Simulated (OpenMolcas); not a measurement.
Fe2+.

```
Program             : OpenMolcas
Method              : CASSCF
Basis               : ANO-RCC-VTZP [6s5p3d2f1g]
Scalar Hamiltonian  : DKH2, point nucleus
Active space        : 6 electrons in 6 orbitals (3d 4s)
State averaging     : 2S+1 = 7 even, 1 root; 2S+1 = 5 even, 30 roots; 2S+1 = 3 even, 121 roots (98 in the spin-orbit step); 2S+1 = 1 even, 89 roots kept (CI in the orbitals of an earlier block, 69 in the spin-orbit step)
Spin-orbit coupling : state interaction with AMFI integrals over the reference wave functions, term energies averaged over their components
```

Levels without dynamic correlation, in cm⁻¹ above 3d⁶ ⁵D₄:

```tsv
Level	E
3d⁶ ³H₆	17389
3d⁶ ³P₂(1)	19624
3d⁶ ³F₄(1)	20820
```

On this reference, MS-CASPT2, IPEA 0.25 Eh, imaginary shift 0.1 Eh (closed shells correlated: 3s 3p) puts 3d⁶ ³H₆ at 20100 cm⁻¹.

Question: Estimate the other levels at that method by one scale factor, and say how well it serves.

Answer: The factor is 20100 / 17389 = 1.156. Scaled values beside those that MS-CASPT2 gives and measured ones (Corliss and Sugar, J. Phys. Chem. Ref. Data 11, 135 (1982)):
```csv
Level,Scaled,MS-CASPT2,Miss (%),Measured
3d⁶ ³P₂(1),22685,19090,+18.8,19405
3d⁶ ³F₄(1),24068,21370,+12.6,21462
```
For these levels the scaled values miss MS-CASPT2 by up to 18.8 %, as correlation changes each term by its own factor, spin-orbit parts do not scale and CASPT2 has its own spread within terms. This holds within one configuration; levels of others move differently, and the target method has errors of its own against measurement.

CASPT2 breaks the degeneracy within a term, and the mean is taken; among the terms shown or strongly mixed into the levels shown the widest spread is 100 cm-1 (3d⁶ ³F(1), MS-CASPT2). Some high roots are left out of the spin-orbit mixing, which shifts the levels that they would mix with. Without dynamic correlation excited terms often stand tens of per cent too high (terms of higher spin than the ground term too low), and those without a measured partner can miss by more than the paired ones (holds for CASSCF). Blocks of more than 70 roots (2S+1 = 3 even) ran without multistate coupling (holds for MS-CASPT2). Measured partners are found by configuration, term and J. A level has none where our copy of the source lacks it or the pairing is in doubt (some pairs that miss far off the trend of their configuration count as doubtful), and it then counts in no deviation. Levels of configurations outside the active space are missing.

A number in round brackets counts repeated terms of one configuration in the order of the reference energies.
